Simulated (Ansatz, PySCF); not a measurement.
Energy landscape of H3N (cation, charge +1), doublet: umbrella (inversion) coordinate, bond length relaxed. Scanned: angle between the N-H bonds and the threefold axis (90 = planar). Other coordinates (N-H bond length) were minimised at PBE0/def2-TZVP.

- UKS-PBE/cc-pVTZ = unrestricted PBE/cc-pVTZ run with Ansatz (an electronic-structure program)
- CCSD(T) on UHF/cc-pVTZ, 1 core orbital frozen (PySCF)

Energies relative to the lowest point of each profile, in mEh:

| a / ° | UKS-PBE/cc-pVTZ |
|---|---|
| 90 | 0.0 |
| 93 | 0.4 |
| 99 | 3.4 |
| 102 | 6.3 |
| 105 | 10.3 |
| 108 | 15.8 |
| 111 | 22.8 |
| 114 | 31.6 |
| 117 | 42.5 |
| 120 | 55.7 |
| 126 | 89.9 |
| 129 | 111.4 |

### Question
Estimate the CCSD(T) values at these points.

### Answer
90: 0.0; 93: 0.4; 99: 3.5; 102: 6.4; 105: 10.7; 108: 16.3; 111: 23.6; 114: 32.8; 117: 44.1; 120: 57.7; 126: 93.1; 129: 115.3 (mEh).
